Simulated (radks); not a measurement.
Question: Radial electron density D(r) = 4 pi r^2 rho(r) of an atom or ion with 29 electrons. Calculated with a radial shooting solver on a logarithmic mesh with Libxc functionals: scalar-relativistic Kohn-Sham, LDA (Slater exchange, VWN5 correlation), spin-polarised, spherical densities, finite nucleus; Fermi nuclear charge, rms radius of each element as measured or else 0.836 A^(1/3) + 0.57 fm.

```
   r/bohr * D(r) (the largest magnitude, 90, reaches the edge; | marks zero)
 0.002165 |    *
 0.002775 |      *
 0.003528 |         *
 0.004485 |             *
 0.005747 |                  *
 0.007306 |                        *
 0.009287 |                              *
   0.0119 |                                     *
  0.01513 |                                         *
  0.01923 |                                          *
  0.02465 |                                        *
  0.03133 |                                     *
  0.03983 |                                    *
  0.05104 |                                         *
  0.06489 |                                                  *
  0.08249 |                                                      *
   0.1057 |                                                 *
   0.1344 |                                        *
   0.1722 |                                     *
   0.2189 |                                          *
   0.2783 |                                         *
   0.3566 |                          *
   0.4533 |          *
   0.5763 |   *
   0.7385 |*
   0.9388 *
    1.193 *
    1.529 *
```

What is the nuclear charge?

Answer: Z = 54. The innermost maximum, from 1s, lies near gamma/Z bohr with gamma = sqrt(1 - (Z/c)^2) = 0.919, here 0.017 bohr (found: 0.0186), and its height grows with Z. The density is that of the xenon ion Xe25+ in [Ar] 3d10 4s1; the configuration itself is not fixed sharply by these data, and Z only to a few units. D(r) has 3 maxima, at r = 0.0186, 0.0825, 0.241 bohr, and minima at 0.0365, 0.160 bohr, inside which lie 1.98, 11.27 electrons.
